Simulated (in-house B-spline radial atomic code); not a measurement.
# Ionising the tungsten ion W⁵⁺ with different functionals

Computed with an all-electron radial atomic-structure program (B-spline basis): scalar-relativistic (spin-free X2C) Hamiltonian, Fermi nucleus of rms radius 5.3658 fm, spin-polarised at highest spin, spherical fractional occupations for the functionals, the average over the highest-spin determinants for Hartree-Fock. The ionisation energy is the difference of two self-consistent energies, [Xe] 4f14 5d1 → [Xe] 4f14, without Breit or QED terms; ε is the level of the shell that loses the electron (its least bound occupied spin orbital). There is no spin-orbit coupling in this Hamiltonian.

Hybrids are left out here: with spherical fractional occupations of an open shell their exact exchange keeps a self-interaction that integer-occupation calculations don't have.

```tsv
method	rung	ΔSCF (eV)	-ε(5d) (eV)
Hartree-Fock	Hartree-Fock	63.01	63.39
LDA VWN5	LDA	64.38	57.56
LDA PW92	LDA	64.37	57.55
LDA exchange-only	LDA	62.84	56.11
PBE	GGA	64.06	57.27
PBEsol	GGA	64.07	57.29
BLYP	GGA	64.04	57.20
RPBE	GGA	63.98	57.18
PW91	GGA	64.17	57.36
BP86	GGA	64.08	57.32
AM05	GGA	64.05	57.28
OLYP	GGA	?	?
TPSS	meta-GGA	?	?
SCAN	meta-GGA	63.76	57.11
r2SCAN	meta-GGA	63.64	57.05
revTPSS	meta-GGA	63.87	57.10
```

What does TPSS give?

ΔSCF 63.90 eV, and -ε(5d) = 57.12 eV.

What does OLYP give?

ΔSCF 64.20 eV, and -ε(5d) = 57.37 eV.

How do they compare with the NIST value?

NIST lists 64.77 eV ± 0.04 (semi-empirical, ground level to ground level). Errors run from -1.93 to -0.39 eV; LDA VWN5 is closest (-0.39 eV), though others lie within the uncertainty of it, and part of that can be cancellation, since the calculations leave out spin-orbit coupling, Breit-QED terms, multiplet and fine-structure energies. Hartree-Fock also lacks correlation.
